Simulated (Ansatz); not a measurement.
ClH8N3Si2, SMILES `N[SiH2]N[SiH](N)Cl` from Hartree–Fock to CCSD(T)

Cartesian coordinates in Å:
```
N -0.620 -1.775 -0.713
Si 0.216 -0.456 -1.450
N -0.183 1.009 -0.631
Si 0.064 1.401 1.017
N 0.076 -0.055 1.876
Cl 1.857 2.376 1.387
H -0.210 -2.693 -0.790
H -1.625 -1.830 -0.790
H 1.648 -0.834 -1.354
H -0.139 -0.201 -2.875
H -0.525 1.755 -1.219
H -0.947 2.406 1.413
H 0.627 -0.201 2.703
H -0.239 -0.903 1.427
```

Total charge 0; spin multiplicity 1. All single points use the PBE0-D4/def2-TZVP geometry. It is one conformer, not always the lowest. Frozen core, restricted reference, Ansatz. CBS rows extrapolate triple and quadruple zeta; past MP2 they add the triple-zeta difference.

| basis | HF (Eh) | MP2 corr. |
| --- | --- | --- |
| def2-TZVPP | -1205.67882 | -1.07329 |
| def2-QZVPP | -1205.71891 | -1.15881 |

(1) Estimate the CCSD correlation energy and the (T) correction in each basis where they were run (hartree).

Results:

(1) 
```csv
basis,CCSD corr.,(T)
def2-TZVPP,-1.13170,-0.04443
CBS(def2),-1.28055,as TZ
```
